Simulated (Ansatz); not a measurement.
Basis sets compared for AlCl2(OH) (AlCl2OH). Total charge 0; singlet. Geometry PBE0-D4/def2-TZVP. Ansatz on 4 threads of Intel Xeon Platinum 8375C on a shared host; times are rough, and most runs start from earlier orbitals.

Cartesian coordinates in Å:
```
Al 0.365 0.012 0.137
Cl 1.497 0.885 1.635
Cl 1.263 -1.278 -1.225
O -1.270 0.373 0.059
H -1.855 0.008 -0.605
```

Binding counts from free atoms (Al doublet, Cl doublet, O triplet, H doublet) in the same basis, without a counterpoise term.

| level | functions | energy (Eh) | HOMO (eV) | LUMO (eV) | binding per atom (eV) | wall time |
| --- | --- | --- | --- | --- | --- | --- |
| PBE-D4/def2-SVP | 73 | -1237.8328 | -7.60 | -1.58 | 3.72 | 0.65 s |
| PBE0-D4/def2-SVP | 73 | -1237.9357 | -9.12 | -0.75 | 3.64 | 0.75 s |

(1) Estimate the rows for PBE-D4/def2-TZVP, PBE0-D4/def2-TZVP.

Results:

(1) 
```
            level  functions  energy (Eh)  HOMO (eV)  LUMO (eV)  binding per atom (eV)  wall time
 PBE-D4/def2-TZVP        148   -1238.3396      -7.85      -1.82                   3.73      1.1 s
PBE0-D4/def2-TZVP        148   -1238.4366      -9.31      -0.97                   3.66      1.3 s
```
